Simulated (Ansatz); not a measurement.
ClO, doublet (typed; the unrestricted solution is spin-contaminated), at a GFN2-xTB geometry, with bond 1-2 at 1.8 times its length.

The Ansatz (a quantum-chemistry and plane-wave program) input:
Ansatz 0.2 input:
```yaml
crystal:
  periodic: [false, false, false]
  atoms:
    - {symbol: Cl, position_ang: [0.00000000, 0.00000000, -1.72485762]}
    - {symbol: O, position_ang: [0.00000000, 0.00000000, 1.04723499]}
basis:
  gaussian:
    orbitals: 6-311G__.json
hamiltonian:
  xc: hf
magnetization: {spin_polarized: true, initial_magnetization: 1}
scf: {lower_state_search: standard}
```
The basis file holds 6-311G** in the JSON format of the Basis Set Exchange.

**Question.** What number of basis functions does Ansatz with HF/6-311G** give?

**Answer.** 45

**Question.** Predict the total energy from HF/6-311G**.

**Answer.** -534.2774 Eh

**Question.** Give the <S^2> at the level HF/6-311G**.

**Answer.** 1.743
